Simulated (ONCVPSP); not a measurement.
# u(r) = r·R(r): atom against pseudo-atom (titanium (Ti))

Columns: radius, all-electron u(r) and pseudo u(r) of the 3d shell (level -11.37 eV) of titanium in the configuration [Ne] 3s2 3p6 3d2 4s1; PBE, scalar-relativistic, ONCV scheme, ONCVPSP 4.0.1.

```json
{"r (bohr)": "0.118", "all-electron": "0.0473", "pseudo": "0.0044"}
{"r (bohr)": "0.235", "all-electron": "0.1948", "pseudo": "0.0332"}
{"r (bohr)": "0.353", "all-electron": "0.3717", "pseudo": "0.1036"}
{"r (bohr)": "0.470", "all-electron": "0.5262", "pseudo": "0.2180"}
{"r (bohr)": "0.588", "all-electron": "0.6447", "pseudo": "0.3681"}
{"r (bohr)": "0.705", "all-electron": "0.7243", "pseudo": "0.5308"}
{"r (bohr)": "0.822", "all-electron": "0.7694", "pseudo": "0.6824"}
{"r (bohr)": "0.940", "all-electron": "0.7872", "pseudo": "0.8022"}
{"r (bohr)": "1.058", "all-electron": "0.7845", "pseudo": "0.8746"}
{"r (bohr)": "1.175", "all-electron": "0.7678", "pseudo": "0.8970"}
{"r (bohr)": "1.292", "all-electron": "0.7420", "pseudo": "0.8770"}
{"r (bohr)": "1.410", "all-electron": "0.7101", "pseudo": "0.8270"}
{"r (bohr)": "1.528", "all-electron": "0.6751", "pseudo": "0.7617"}
{"r (bohr)": "1.645", "all-electron": "0.6388", "pseudo": "0.6944"}
{"r (bohr)": "1.763", "all-electron": "0.6019", "pseudo": "0.6322"}
{"r (bohr)": "1.880", "all-electron": "0.5659", "pseudo": "0.5795"}
{"r (bohr)": "1.998", "all-electron": "0.5305", "pseudo": "0.5351"}
{"r (bohr)": "2.115", "all-electron": "0.4967", "pseudo": "0.4977"}
{"r (bohr)": "2.232", "all-electron": "0.4644", "pseudo": "0.4645"}
{"r (bohr)": "2.350", "all-electron": "0.4334", "pseudo": "0.4334"}
{"r (bohr)": "2.468", "all-electron": "0.4041", "pseudo": "0.4041"}
{"r (bohr)": "2.585", "all-electron": "0.3766", "pseudo": "0.3766"}
{"r (bohr)": "2.702", "all-electron": "0.3507", "pseudo": "0.3507"}
{"r (bohr)": "2.820", "all-electron": "0.3261", "pseudo": "0.3261"}
{"r (bohr)": "2.938", "all-electron": "0.3030", "pseudo": "0.3030"}
{"r (bohr)": "3.055", "all-electron": "0.2814", "pseudo": "0.2814"}
```

Problem. How many radial nodes do the two functions have?

Solution. The all-electron 3d function has n − l − 1 = 0; the pseudo-wave has 0.

Problem. At about which radius was the pseudo-wave matched?

Solution. 2.35 bohr. The columns agree to 0.0005 from 2.23 bohr on; several derivatives are matched, so the curves merge somewhat inside the radius.

Problem. Where does each function peak?

Solution. Outermost all-electron maximum near 0.94 bohr, pseudo maximum near 1.18 bohr (to the table’s step).

Problem. Is the pseudo-wave norm-conserving?

Solution. Yes: the ONCV scheme keeps the norm inside the radius equal to the all-electron one, which fixes the energy derivative of the logarithmic derivative at the level.
